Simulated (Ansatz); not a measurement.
Ge(OH)4 (GeO₄H₄). Total charge 0; singlet. Geometry PBE-D4/def2-SVP.

Cartesian coordinates in Å:
```
Ge 0.000 0.000 0.000
O -1.281 1.039 -0.670
H -2.079 0.974 -0.112
O 1.083 -0.372 -1.363
H 0.568 -0.401 -2.191
O -0.840 -1.369 0.768
H -0.266 -1.759 1.455
O 1.037 0.702 1.264
H 1.777 1.185 0.849
```

The 6-31G sets use Cartesian d functions. B3LYP takes the VWN-RPA correlation.

(1) Estimate the orbital energies around the gap (eV) in Ansatz with PBE-D4/def2-SVP, PBE-D4/def2-TZVP, BLYP-D4/def2-TZVP, B3LYP-D4/6-31G, PBE0-D4/def2-SVP.

Answers

(1) 
```json
{"orbital": "HOMO−5", "PBE-D4/def2-SVP": "-8.38", "PBE-D4/def2-TZVP": "-8.77", "BLYP-D4/def2-TZVP": "-8.66", "B3LYP-D4/6-31G": "-10.01", "PBE0-D4/def2-SVP": "-10.24"}
{"orbital": "HOMO−4", "PBE-D4/def2-SVP": "-8.38", "PBE-D4/def2-TZVP": "-8.77", "BLYP-D4/def2-TZVP": "-8.65", "B3LYP-D4/6-31G": "-10.01", "PBE0-D4/def2-SVP": "-10.24"}
{"orbital": "HOMO−3", "PBE-D4/def2-SVP": "-7.41", "PBE-D4/def2-TZVP": "-7.84", "BLYP-D4/def2-TZVP": "-7.75", "B3LYP-D4/6-31G": "-9.21", "PBE0-D4/def2-SVP": "-9.40"}
{"orbital": "HOMO−2", "PBE-D4/def2-SVP": "-7.36", "PBE-D4/def2-TZVP": "-7.72", "BLYP-D4/def2-TZVP": "-7.63", "B3LYP-D4/6-31G": "-9.06", "PBE0-D4/def2-SVP": "-9.21"}
{"orbital": "HOMO−1", "PBE-D4/def2-SVP": "-7.01", "PBE-D4/def2-TZVP": "-7.43", "BLYP-D4/def2-TZVP": "-7.34", "B3LYP-D4/6-31G": "-8.84", "PBE0-D4/def2-SVP": "-8.93"}
{"orbital": "HOMO", "PBE-D4/def2-SVP": "-7.01", "PBE-D4/def2-TZVP": "-7.43", "BLYP-D4/def2-TZVP": "-7.34", "B3LYP-D4/6-31G": "-8.84", "PBE0-D4/def2-SVP": "-8.93"}
{"orbital": "LUMO", "PBE-D4/def2-SVP": "-1.07", "PBE-D4/def2-TZVP": "-1.50", "BLYP-D4/def2-TZVP": "-1.54", "B3LYP-D4/6-31G": "-1.15", "PBE0-D4/def2-SVP": "-0.08"}
{"orbital": "LUMO+1", "PBE-D4/def2-SVP": "1.10", "PBE-D4/def2-TZVP": "0.52", "BLYP-D4/def2-TZVP": "0.44", "B3LYP-D4/6-31G": "1.21", "PBE0-D4/def2-SVP": "2.05"}
{"orbital": "LUMO+2", "PBE-D4/def2-SVP": "1.13", "PBE-D4/def2-TZVP": "0.52", "BLYP-D4/def2-TZVP": "0.44", "B3LYP-D4/6-31G": "1.34", "PBE0-D4/def2-SVP": "2.12"}
{"orbital": "LUMO+3", "PBE-D4/def2-SVP": "1.13", "PBE-D4/def2-TZVP": "0.57", "BLYP-D4/def2-TZVP": "0.51", "B3LYP-D4/6-31G": "1.34", "PBE0-D4/def2-SVP": "2.12"}
{"orbital": "LUMO+4", "PBE-D4/def2-SVP": "2.27", "PBE-D4/def2-TZVP": "1.61", "BLYP-D4/def2-TZVP": "1.55", "B3LYP-D4/6-31G": "2.84", "PBE0-D4/def2-SVP": "3.49"}
{"orbital": "LUMO+5", "PBE-D4/def2-SVP": "3.21", "PBE-D4/def2-TZVP": "2.65", "BLYP-D4/def2-TZVP": "2.68", "B3LYP-D4/6-31G": "3.69", "PBE0-D4/def2-SVP": "4.22"}
```
